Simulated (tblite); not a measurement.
C3H9O2SSi (doublet state).
Numbering: `[CH3:1][Si:2]([CH3:3])[S:4]([CH3:5])(=[O:6])=[O:7]` (hydrogens: H8, H9, H10 on C1; H11, H12, H13 on C3; H14, H15, H16 on C5)

The geometry is computed with GFN2-xTB (gas phase). This method treats the open shell by occupation alone, without spin polarisation.

(1) What internal coordinates does the optimisation give?

Answers

(1) 
```tsv
bond	length (Å)	order
C1–Si2, Si2–C3	1.903	single
Si2–S4	2.252	single
S4–C5	1.840	single
S4=O6, S4=O7	1.453	double
C1–H8 and 5 like bonds	1.088	single
C5–H14, C5–H15, C5–H16	1.082	single
```

Bonds in one row agree within 0.01 Å and their mean is given. Orders are formal, as drawn. A selection of angles:
```tsv
angle	degrees
Si2–C1–H8	110.3
Si2–C1–H10	113.6
H8–C1–H9	107.4
C1–Si2–C3	113.4
C1–Si2–S4	100.4
Si2–C3–H12	108.3
Si2–C3–H13	112.2
Si2–S4–C5	114.1
Si2–S4–O6	110.4
Si2–S4–O7	101.4
C5–S4–O6	107.1
O6–S4–O7	117.0
S4–C5–H14	107.6
H14–C5–H15	111.9
```

Torsions: C1–Si2–S4–C5 -179° (antiperiplanar). The mirror-image conformer, all signs reversed, is as good.

Si2 (silicon bonded to 2 C and S) is pyramidal (angles 113.4°, 100.4° and 99.2°, sum 313.0°, 0.81 Å off the plane of its three neighbours). S4 (sulfur bonded to C, 2 O and Si) is distorted tetrahedral (angles from 101.4° to 117.0°). Of the pairs four or more bonds apart, O7···H12 is among the closest relative to their van der Waals radii: 2.60 Å, 96 % of the sum of Bondi's values.

Point group: C1 (no symmetry element, even within 0.4 Å). Its GFN2-xTB frequencies are all real (lowest 24 cm⁻¹). 3 starts were optimised and ended at 0.00, 0.17 and 0.20 kcal/mol (GFN2-xTB); the lowest of these is shown.

The run took 1.3 s on Arm Neoverse V1, one thread, on a shared host. This is the geometry optimisation.
